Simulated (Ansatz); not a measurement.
`O[SiH2]C[SiH2]O`. Total charge 0; spin multiplicity 1.

```xyz
13

O    -1.7353    0.3693    1.5903
Si   -1.7335    0.0142   -0.0221
C    -0.0421    0.2172   -0.7850
Si    1.3476   -0.4564    0.2638
O     2.7533   -0.6459   -0.5818
H    -1.5836    1.2765    1.8561
H    -2.7161    0.8706   -0.7461
H    -2.1550   -1.4045   -0.1024
H    -0.0468   -0.3125   -1.7459
H     0.1413    1.2757   -1.0018
H     1.0160   -1.8143    0.7554
H     1.5582    0.4668    1.4145
H     3.1960    0.1434   -0.8949
```

Problem. Give the diagnostics of a CCSD(T)/def2-TZVPP run (frozen core, the Gaussian-basis code of Ansatz). (Estimate.)

Solution. The calculation gave: T1 = 0.0111, largest single amplitude 0.012, largest double 0.013, (T) share of the correlation energy 3.4 %, 9 CCSD cycles. The RHF solution is stable towards an unrestricted one. T1 lies under the customary mark of 0.02 for closed shells.
